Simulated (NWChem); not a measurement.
System: B₂Cl₃, doublet; SMILES ClB(Cl)[B]Cl

```xyz
5

Cl     0.0000     0.0000    -2.7315
B      0.0000     0.0000    -1.0399
B      0.0000     0.0000     0.5626
Cl     0.0000     1.5462     1.4359
Cl     0.0000    -1.5462     1.4359
```
Atoms are numbered in this order, from 1.

Program: NWChem. Pople sets run with spherical d functions. Spin-unrestricted. In the optimisation the excess spin sits in b1 (C2v, its own frame). Structure relaxed at the PBE-D3(BJ)/def2-SVP, spin-unrestricted level. No stability test was run on the SCF state. Level M06-2X/6-31G*: energy and gradient on several grids; changes count from the extra-fine grid, which is no exact limit either.

```json
[
 {"grid": "xcoarse", "size of the energy change (μHa)": "7000", "largest change of a gradient component (μHa/bohr)": "2000"},
 {"grid": "coarse", "size of the energy change (μHa)": "100", "largest change of a gradient component (μHa/bohr)": "1000"},
 {"grid": "medium", "size of the energy change (μHa)": "< 10", "largest change of a gradient component (μHa/bohr)": "200"},
 {"grid": "fine", "size of the energy change (μHa)": "< 10", "largest change of a gradient component (μHa/bohr)": "40"},
 {"grid": "xfine", "size of the energy change (μHa)": "< 10", "largest change of a gradient component (μHa/bohr)": "< 30"}
]
```
